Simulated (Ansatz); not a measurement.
`F[SiH](Cl)I` + H₂ → `F[SiH2]Cl` + HI at 600 K and 1 bar (hydrogenolysis of the Si–I bond).

Isolated molecules relaxed with PBE0-D4/def2-TZVP in Ansatz; ΔE leaves out vibrations. CCSD(T)/CBS adds triple-zeta CCSD(T) − MP2 to the extrapolated MP2 energy (def2 sets, frozen cores). This one scheme is used for every species. def2 core potentials past Kr. For I outer-core shells are correlated without core-valence functions, which leaves a few kJ/mol of doubt a bond.

| species | CCSD(T)/CBS energy (Eh) | H − E (kJ/mol) | S (J/(mol·K)) |
| --- | --- | --- | --- |
| `F[SiH](Cl)I` | -1146.84711 | 79.9 | 390.7 |
| H₂ | -1.17544 | 43.9 | 150.8 |
| `F[SiH2]Cl` | -849.96195 | 91.2 | 329.4 |
| HI | -298.03592 | 31.6 | 227.0 |

H − E and S are ideal-gas, rigid-rotor, harmonic terms from PBE0-D4/def2-TZVP, for one conformer and one mirror image of each species. The MP2-based limit puts H₂ 0.8 mEh under its directly extrapolated value; such offsets cancel only in part. 1 Eh = 2625.50 kJ/mol, R = 8.31446 J/(mol·K).

Task: By hand: ΔE, ΔH, ΔS and ΔG.

Result: ΔE = (-849.96195) + (-298.03592) − (-1146.84711) − (-1.17544) = 0.02468 Eh = 64.8 kJ/mol. Δ(H − E) = 91.2 + 31.6 − 79.9 − 43.9 = -1.0, so ΔH = 63.8 kJ/mol. ΔS = 329.4 + 227.0 − 390.7 − 150.8 = 14.9 J/(mol·K). ΔG = 63.8 − 600 × (14.9)/1000 = 54.9 kJ/mol.

Task: By hand: the equilibrium constant, and the temperature at which ΔG would vanish if ΔH and ΔS stayed fixed.

Result: log₁₀ K = −ΔG/(RT ln 10) = -4.8. ΔG = 0 at ΔH/ΔS = 4282 K, far beyond where these terms or the molecules hold.

The number of gas molecules stays the same, so ΔS is small and ΔH decides. A doubt of 5 kJ/mol in ΔE shifts log₁₀ K by 0.4 here. Other conformers and mirror images would add mixing entropy, several J/(mol·K) or more a flexible species. These are equilibria of isolated gas molecules and say nothing of rates. Largest T1 diagnostic: 0.010 (customary marks: 0.02 for closed shells, 0.045 for open ones).
